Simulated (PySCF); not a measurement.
C₄H₃S (SMILES [c]1cccs1), doublet (typed; the unrestricted solution is spin-contaminated), at a GFN2-xTB geometry; CCSD(T)/STO-3G run with PySCF.

Input for PySCF:
```python
from pyscf import gto, scf, cc

mol = gto.Mole()
mol.atom = '''
    C     1.16888483   -0.14860059    0.38452941
    C     0.59084105   -1.34796576    0.22666590
    C    -0.75559165   -1.18141239   -0.21615444
    C    -1.10830570    0.12056431   -0.36408466
    S     0.18926650    1.19554722    0.03131794
    H     1.05463722   -2.29949925    0.40188878
    H    -1.41022397   -2.01312347   -0.40829485
    H    -2.04764845    0.52835371   -0.68041820
'''
mol.basis = 'sto-3g'
mol.spin = 1
mol.verbose = 4
mol.build()

mf = scf.UHF(mol)
mf.kernel()

mycc = cc.CCSD(mf)
mycc.kernel()
et = mycc.ccsd_t()
print('E(CCSD(T)) = %.10f' % (mycc.e_tot + et))
```

Output, abridged:

```
PySCF version 2.14.0

[INPUT] verbose = 4
[INPUT] num. atoms = 8
[INPUT] num. electrons = 43
[INPUT] charge = 0
[INPUT] spin (= nelec alpha-beta = 2S) = 1
[INPUT] symmetry False subgroup None
[INPUT] Mole.unit = angstrom
[INPUT] Symbol           X                Y                Z      unit          X                Y                Z       unit  Magmom
[INPUT]  1 C      1.168884830000  -0.148600590000   0.384529410000 AA    2.208872199859  -0.280814417049   0.726655271741 Bohr   0.0
[INPUT]  2 C      0.590841050000  -1.347965760000   0.226665900000 AA    1.116527767650  -2.547286111691   0.428336472778 Bohr   0.0
[INPUT]  3 C     -0.755591650000  -1.181412390000  -0.216154440000 AA   -1.427861280508  -2.232545857268  -0.408472692209 Bohr   0.0
[INPUT]  4 C     -1.108305700000   0.120564310000  -0.364084660000 AA   -2.094394235294   0.227833526297  -0.688020293555 Bohr   0.0
[INPUT]  5 S      0.189266500000   1.195547220000   0.031317940000 AA    0.357661849555   2.259256814785   0.059182329386 Bohr   0.0
[INPUT]  6 H      1.054637220000  -2.299499250000   0.401888780000 AA    1.992975506573  -4.345423806143   0.759459726736 Bohr   0.0
[INPUT]  7 H     -1.410223970000  -2.013123470000  -0.408294850000 AA   -2.664937077597  -3.804252013234  -0.771565444570 Bohr   0.0
[INPUT]  8 H     -2.047648450000   0.528353710000  -0.680418200000 AA   -3.869494769890   0.998443808798  -1.285804048170 Bohr   0.0

nuclear repulsion = 193.381001224685
number of shells = 20
number of NR pGTOs = 96
number of NR cGTOs = 32
basis = sto-3g
ecp = {}

******** <class 'pyscf.scf.uhf.UHF'> ********
method = UHF
initial guess = minao
damping factor = 0
level_shift factor = 0
DIIS = <class 'pyscf.scf.diis.CDIIS'>
diis_start_cycle = 1
diis_space = 8
diis_damp = 0
SCF conv_tol = 1e-09
SCF conv_tol_grad = None
SCF max_cycles = 50
direct_scf = True
direct_scf_tol = 1e-13
number electrons alpha = 22  beta = 21
Set gradient conv threshold to 3.16228e-05
init E= -545.743768469925

cycle= 1 E= -544.372890568514  delta_E= 1.37  |g|= 0.208  |ddm|= 2.96
cycle= 2 E= -544.420635733429  delta_E= -0.0477  |g|= 0.0742  |ddm|= 0.421
cycle= 3 E= -544.428569676602  delta_E= -0.00793  |g|= 0.0339  |ddm|= 0.179
cycle= 4 E= -544.430676769324  delta_E= -0.00211  |g|= 0.0214  |ddm|= 0.0745
cycle= 5 E= -544.432210598651  delta_E= -0.00153  |g|= 0.0198  |ddm|= 0.0648
cycle= 6 E= -544.433463256072  delta_E= -0.00125  |g|= 0.0198  |ddm|= 0.0531
cycle= 7 E= -544.433211313167  delta_E= 0.000252  |g|= 0.0197  |ddm|= 0.0106
cycle= 8 E= -544.430609374169  delta_E= 0.0026  |g|= 0.0178  |ddm|= 0.12
cycle= 9 E= -544.427532185834  delta_E= 0.00308  |g|= 0.0129  |ddm|= 0.226
cycle= 10 E= -544.426740147821  delta_E= 0.000792  |g|= 0.00859  |ddm|= 0.157
cycle= 11 E= -544.424779539981  delta_E= 0.00196  |g|= 0.00967  |ddm|= 0.292
cycle= 12 E= -544.422723797368  delta_E= 0.00206  |g|= 0.0171  |ddm|= 0.184
cycle= 13 E= -544.425415375625  delta_E= -0.00269  |g|= 0.00777  |ddm|= 0.259
cycle= 14 E= -544.425786219364  delta_E= -0.000371  |g|= 0.00745  |ddm|= 0.0572
cycle= 15 E= -544.425838933374  delta_E= -5.27e-05  |g|= 0.00745  |ddm|= 0.00778
cycle= 16 E= -544.425025987294  delta_E= 0.000813  |g|= 0.00762  |ddm|= 0.121
cycle= 17 E= -544.426396324698  delta_E= -0.00137  |g|= 0.00684  |ddm|= 0.188
cycle= 18 E= -544.424357047367  delta_E= 0.00204  |g|= 0.00829  |ddm|= 0.281
cycle= 19 E= -544.422244725897  delta_E= 0.00211  |g|= 0.0143  |ddm|= 0.181
cycle= 20 E= -544.424425673119  delta_E= -0.00218  |g|= 0.00744  |ddm|= 0.187
cycle= 21 E= -544.424695520093  delta_E= -0.00027  |g|= 0.00699  |ddm|= 0.0336
cycle= 22 E= -544.425486700337  delta_E= -0.000791  |g|= 0.00601  |ddm|= 0.109
cycle= 23 E= -544.426190201391  delta_E= -0.000704  |g|= 0.00642  |ddm|= 0.101
cycle= 24 E= -544.422131667601  delta_E= 0.00406  |g|= 0.0144  |ddm|= 0.436
cycle= 25 E= -544.423990506862  delta_E= -0.00186  |g|= 0.0087  |ddm|= 0.148
cycle= 26 E= -544.424253799501  delta_E= -0.000263  |g|= 0.00801  |ddm|= 0.0286
cycle= 27 E= -544.423918213117  delta_E= 0.000336  |g|= 0.00895  |ddm|= 0.0364
cycle= 28 E= -544.424056071982  delta_E= -0.000138  |g|= 0.00857  |ddm|= 0.0141
cycle= 29 E= -544.423896506933  delta_E= 0.00016  |g|= 0.00878  |ddm|= 0.0171
cycle= 30 E= -544.422766957067  delta_E= 0.00113  |g|= 0.0124  |ddm|= 0.0948
cycle= 31 E= -544.425515475546  delta_E= -0.00275  |g|= 0.00577  |ddm|= 0.297
cycle= 32 E= -544.426551165656  delta_E= -0.00104  |g|= 0.00666  |ddm|= 0.146
cycle= 33 E= -544.424147443645  delta_E= 0.0024  |g|= 0.00856  |ddm|= 0.321
cycle= 34 E= -544.424006841448  delta_E= 0.000141  |g|= 0.00884  |ddm|= 0.015
cycle= 35 E= -544.42346030029  delta_E= 0.000547  |g|= 0.0103  |ddm|= 0.0524
cycle= 36 E= -544.423199903326  delta_E= 0.00026  |g|= 0.0112  |ddm|= 0.0218
cycle= 37 E= -544.423323402344  delta_E= -0.000123  |g|= 0.0108  |ddm|= 0.0101
cycle= 38 E= -544.423130623026  delta_E= 0.000193  |g|= 0.0113  |ddm|= 0.0158
cycle= 39 E= -544.422128068365  delta_E= 0.001  |g|= 0.0144  |ddm|= 0.0704
cycle= 40 E= -544.424505361895  delta_E= -0.00238  |g|= 0.00726  |ddm|= 0.204
cycle= 41 E= -544.425958381249  delta_E= -0.00145  |g|= 0.00595  |ddm|=  0.2
cycle= 42 E= -544.424140174252  delta_E= 0.00182  |g|= 0.00814  |ddm|= 0.242
cycle= 43 E= -544.424584717503  delta_E= -0.000445  |g|= 0.00704  |ddm|= 0.0509
cycle= 44 E= -544.424467087694  delta_E= 0.000118  |g|= 0.00732  |ddm|= 0.0141
cycle= 45 E= -544.425138449843  delta_E= -0.000671  |g|= 0.0063  |ddm|= 0.0874
cycle= 46 E= -544.425290620583  delta_E= -0.000152  |g|= 0.0061  |ddm|= 0.0214
cycle= 47 E= -544.424923911092  delta_E= 0.000367  |g|= 0.00658  |ddm|= 0.0508
cycle= 48 E= -544.425207994519  delta_E= -0.000284  |g|= 0.00626  |ddm|= 0.0392
cycle= 49 E= -544.426184843799  delta_E= -0.000977  |g|= 0.00622  |ddm|= 0.14
cycle= 50 E= -544.425326013805  delta_E= 0.000859  |g|= 0.00613  |ddm|= 0.123
SCF not converged.
SCF energy = -544.425326013805 after 50 cycles  <S^2> = 0.98200078  2S+1 = 2.2199106

******** <class 'pyscf.cc.uccsd.UCCSD'> ********
CC2 = 0
CCSD nocc = (np.int64(22), np.int64(21)), nmo = (32, 32)
max_cycle = 50
direct = 0
conv_tol = 1e-07
conv_tol_normt = 1e-06
diis_space = 6
diis_start_cycle = 0
diis_start_energy_diff = 1e+09
Init t2, MP2 energy = -0.234972092917669
Init E_corr(UCCSD) = -0.235032729142951
cycle = 1  E_corr(UCCSD) = -0.268576597715124  dE = -0.0335438686  norm(t1,t2) = 0.117335
cycle = 2  E_corr(UCCSD) = -0.28436827918433  dE = -0.0157916815  norm(t1,t2) = 0.0698914
cycle = 3  E_corr(UCCSD) = -0.306201219985128  dE = -0.0218329408  norm(t1,t2) = 0.0509408
cycle = 4  E_corr(UCCSD) = -0.308095502968556  dE = -0.00189428298  norm(t1,t2) = 0.0187839
cycle = 5  E_corr(UCCSD) = -0.308045539488921  dE = 4.99634796e-05  norm(t1,t2) = 0.00936829
cycle = 6  E_corr(UCCSD) = -0.308506536115588  dE = -0.000460996627  norm(t1,t2) = 0.00274375
cycle = 7  E_corr(UCCSD) = -0.308365641676114  dE = 0.000140894439  norm(t1,t2) = 0.000901219
cycle = 8  E_corr(UCCSD) = -0.308397999825583  dE = -3.23581495e-05  norm(t1,t2) = 0.000400205
cycle = 9  E_corr(UCCSD) = -0.308390380041196  dE = 7.61978439e-06  norm(t1,t2) = 0.000182516
cycle = 10  E_corr(UCCSD) = -0.308392401418204  dE = -2.02137701e-06  norm(t1,t2) = 6.51008e-05
cycle = 11  E_corr(UCCSD) = -0.308389661745784  dE = 2.73967242e-06  norm(t1,t2) = 3.695e-05
cycle = 12  E_corr(UCCSD) = -0.308388354068093  dE = 1.30767769e-06  norm(t1,t2) = 2.03188e-05
cycle = 13  E_corr(UCCSD) = -0.308388033903142  dE = 3.20164951e-07  norm(t1,t2) = 1.02812e-05
cycle = 14  E_corr(UCCSD) = -0.30838830955621  dE = -2.75653068e-07  norm(t1,t2) = 5.37712e-06
cycle = 15  E_corr(UCCSD) = -0.308388547974381  dE = -2.38418172e-07  norm(t1,t2) = 2.94536e-06
cycle = 16  E_corr(UCCSD) = -0.308388620931367  dE = -7.2956986e-08  norm(t1,t2) = 1.70028e-06
cycle = 17  E_corr(UCCSD) = -0.308388634091751  dE = -1.31603841e-08  norm(t1,t2) = 1.05321e-06
cycle = 18  E_corr(UCCSD) = -0.308388616159517  dE = 1.79322348e-08  norm(t1,t2) = 5.13319e-07
UCCSD converged
E(UCCSD) = -544.7337146299645  E_corr = -0.3083886161595167
UCCSD(T) correction = -0.00739441145596045
E(CCSD(T)) = -544.7411090414
```

Convergence was not reached.
